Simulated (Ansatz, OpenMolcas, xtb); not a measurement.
**Ligand exchange: HBr + SiH3(OH) → H2O + SiH3Br**

Species: HBr (hydrogen bromide), singlet; SiH3(OH) (silanol), singlet; H2O (water) `O`, singlet; SiH3Br `[SiH3]Br`, singlet. The partners trade Br for OH: H–Br and Si–OH bonds give way to H–OH and Si–Br.

Shapes, held fixed at every level: PBE0-D4/def2-TZVP. Programs: Ansatz 0.2.0, OpenMolcas 26.06, xtb 6.7.1. A level may come from different programs for different species; with the same settings they agree closely. The zero-point and thermal change to 298 K, harmonic and unscaled (PBE0-D4/def2-TZVP), is +7.3 kJ/mol.

(1) Estimate ΔH(298 K) of this reaction.

## Answers

(1) The highest level, CCSD(T)/def2-TZVPP, gives ΔH(298 K) = +4.0 kJ/mol; the levels span -1.3 to +77.3. They disagree on the sign: 8 of 9 are positive. GFN1-xTB strays far from the other rows. The column of differences is taken from that level and isn't an error. No measured value is set beside it here. Relativity is left out for Br unless named. Correlated rows may include outer-core shells of Br, which these sets cover unevenly.

| level | kind | ΔH(298 K) (kJ/mol) | less CCSD(T)/def2-TZVPP |
| --- | --- | --- | --- |
| GFN1-xTB | semi-empirical | +77.3 | +73.3 |
| HF/def2-TZVPP | Hartree–Fock | +7.8 | +3.8 |
| B3LYP/6-31G* (spherical functions) | global hybrid | +9.9 | +5.9 |
| r2SCAN0-D4/def2-TZVPP | global hybrid | -1.3 | -5.3 |
| wB97M-V/def2-TZVPP | range-separated hybrid | +1.3 | -2.7 |
| wB97X-V/def2-TZVPP | range-separated hybrid | +2.0 | -2.0 |
| MP2/def2-SVP | perturbation theory | +3.2 | -0.8 |
| CCSD/def2-SVP | coupled cluster or CI | +5.5 | +1.5 |
| CCSD(T)/def2-TZVPP | coupled cluster or CI | +4.0 | 0.0 |
